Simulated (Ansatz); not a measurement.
Species: sum formula Si₂N₂H₇ (charge -1, singlet). It need not be the lowest isomer of its formula. Whether it binds its extra electron was not tested at this geometry. 
Geometry from a B3LYP-D3(BJ)/def2-TZVP (Ansatz, a first-principles code) optimisation:
```
Si
N 1 1.7479
H 2 1.0095 1 118.85
H 2 1.0270 3 110.88 1 123.76
H 1 1.5051 2 109.89 3 -95.32
H 1 1.5095 5 101.42 2 -117.37
N 4 2.1880 2 135.58 3 -138.41
H 7 1.0153 4 144.23 2 -162.66
Si 7 1.6638 8 117.86 4 -154.77
H 9 1.5264 7 121.32 8 58.40
H 9 1.5267 10 98.98 7 135.80
```
Charge -1, spin multiplicity 1.

Parts of the frozen-core correlation energy in 6-31G* (Ansatz, hartree). Frozen orbitals: 12; correlated occupied orbitals by spin: 13 and 13; virtual: 57 and 57. Spin-orbit coupling is left out. No relativistic terms.

```tsv
term	value
reference (HF)	-690.78817
MP2 opposite-spin	?
MP2 same-spin	?
CCSD correlation	?
(T)	-0.01531
T1 diagnostic	0.015
largest doubles amplitude	0.019
```

Complete the blanks.


- MP2 opposite-spin, value: -0.38379
- MP2 same-spin, value: -0.11928
- CCSD correlation, value: -0.54943
